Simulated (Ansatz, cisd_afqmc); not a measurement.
Species: BeO, charge 0, singlet. BeO (SMILES [Be]=[O]).
B3LYP-D3(BJ)/def2-TZVP minimum from Ansatz (a first-principles code):
```
Be
O 1 1.3266
```
Charge 0, spin multiplicity 1.

Total energies in def2-QZVPP, 8 correlated electrons, 2 frozen orbitals. Open shells are spin-unrestricted; no spin-orbit coupling. Cores are frozen in correlated methods. No relativity. AFQMC is phaseless with a CISD trial state; ± is one standard error, without the phaseless bias. Outlying blocks are dropped, and bars are widened where a walk drifts. Over all cases where full CI ran beside it in this data, AFQMC minus full CI had a median of +0.1 mEh and passed +0.4 mEh in a tenth of the cases. The T1 diagnostic of BeO ([Be]=[O], singlet) reaches 0.045 in the sets run.

```
method         program        energy (Eh)  minus CCSDT(Q) (mEh)
----------  ----------  -----------------  --------------------
HF              Ansatz          -89.45166                323.73
MP2             Ansatz          -89.76870                  6.69
CCSD            Ansatz          -89.75690                 18.49
CCSD(T)         Ansatz          -89.77345                  1.94
CCSDT(Q)        Ansatz          -89.77539                  0.00
AFQMC/CISD  cisd_afqmc  -89.7732 ± 0.0004             2.2 ± 0.4
```

Rough core times of Ansatz's runs on a shared machine: CCSD(T) under 20 s, CCSDT(Q) 3 min.
